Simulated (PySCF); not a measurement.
Isomers of C3H6O3S, one conformer each. Computed, not measured: core-valence-separated Tamm–Dancoff BHandHLYP/aug-pcX-1 (pcseg-1 on H, def2-SVPD on S) in PySCF, non-relativistic, gas phase, PBE0-D3(BJ)/def2-SVP geometry. BHandHLYP without relativity tends to put these K edges a few eV too low, so spacings mean more than positions.

P. `C=CS(=O)(=O)OC`
Q. `O=S1(=O)CCCO1`

Main lines, eV (oscillator strength):
1. C K: 286.0 (0.058), 286.1 (0.017), 286.6 (0.029), 286.8 (0.011), 287.1 (0.013); O K: 532.3 (0.037), 532.3 (0.033), 532.7 (0.029), 532.8 (0.030), 532.9 (0.044)
2. C K: 282.1 (0.066), 283.0 (0.053), 286.6 (0.011), 286.6 (0.047), 286.7 (0.042); O K: 532.0 (0.019), 532.2 (0.015), 532.6 (0.033), 532.8 (0.039), 532.8 (0.029)
Listed: the first five lines at most of each edge with a tenth or more of its strongest line's intensity; roots within 0.03 eV on the same or equivalent atoms are summed. Only the lowest roots were sought, and the top ones are left out.

Task: Which spectrum belongs to which isomer?

Result: 1 = Q, 2 = P.
- P: first C line listed at 282.1 eV, hole on the terminal =CH2 carbon (1s→π*); first O line listed at 532.0 eV, hole on the sulfonyl oxygen.
- Q: first C line listed at 286.0 eV, hole on the sp3 carbon bound to sulfur; first O line listed at 532.3 eV, hole on the sulfonyl oxygen.

Task: What are the ground-state energies of the isomers at BHandHLYP/aug-pcX-1 (pcseg-1 on H, def2-SVPD on S), relative to the lowest?

Result: P 90.6, Q 0.0 kJ/mol (electronic energies on these geometries, no dispersion or zero-point terms).
